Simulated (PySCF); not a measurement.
Job for PySCF: R-BP86/6-31G* on CHN (SMILES C#N).

```python
from pyscf import gto, scf, dft, mp
from pyscf.data.elements import chemcore

mol = gto.M(
    atom='''
    C    -0.07734372   -0.54918415    3.42180616
    N    -0.11256096   -0.76755802    4.54661485
    H    -0.04446972   -0.34468306    2.37381701
    ''',
    basis='6-31g*',
    cart=True,
    charge=0, spin=0, verbose=3, max_memory=1800)
mf = dft.RKS(mol, xc='b88,p86')
mf.conv_tol = 1e-8
mf.max_cycle = 100
mf.kernel()
if not mf.converged:
    mf = mf.newton().run(mf.mo_coeff, mf.mo_occ)
```

The log:

```
converged SCF energy = -93.4195624797085
```

The run converged.

Cost: about 0.25 core-seconds (a rough figure).
